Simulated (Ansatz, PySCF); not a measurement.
Complex: H2S (SMILES S) (first 3 atoms) with CH3I (SMILES CI); geometry from B3LYP-D3(BJ)/def2-TZVP, rigid monomers moved along the line of their centres of mass till H3···I5 is 2.74 Å.
(charge 0, multiplicity 1):
```xyz
8

S     -0.1442    -0.4662    -0.6813
H     -0.5490    -1.7403    -0.8064
H     -0.8993    -0.2756     0.4160
C      1.1747    -1.1679     2.6405
I     -0.8954    -0.7795     3.1111
H      1.3971    -2.1733     2.9787
H      1.2757    -1.0708     1.5649
H      1.7663    -0.4298     3.1694
```

Counterpoise-corrected where a basis set is named; no monomer relaxation.

Frozen-core correlation. Filled d and f shells under p-block atoms count as core. CBS(a, b) extrapolates the correlation energy as X⁻³ and adds the Hartree–Fock energy of set b.

The values were computed with Ansatz (Gaussian basis) for Hartree–Fock, density functionals and correlated methods; PySCF for the dispersion terms. Each number belongs to the level named beside it. In def2 rows elements past Kr take small-core potentials, without spin–orbit coupling.

PBE/def2-TZVPPD gives -0.95 kcal/mol for the interaction energy.

Problem. Where do these levels fall relative to PBE: PBE-D3(BJ)/def2-TZVPPD, r2SCAN/def2-TZVPPD, PBE0/def2-TZVPPD, wB97M-V/def2-TZVPPD, MP2/CBS(def2-SVPD, def2-TZVPPD), CCSD(T)/CBS(def2-SVPD, def2-TZVPPD).

Solution. PBE-D3(BJ)/def2-TZVPPD -1.64; r2SCAN/def2-TZVPPD -0.19; PBE0/def2-TZVPPD 0.24; wB97M-V/def2-TZVPPD -0.40; MP2/CBS(def2-SVPD, def2-TZVPPD) -0.59; CCSD(T)/CBS(def2-SVPD, def2-TZVPPD) -0.01 kcal/mol. 1 of 6 lie above PBE; the widest gap is to PBE-D3(BJ)/def2-TZVPPD.

Ansatz is a first-principles code.
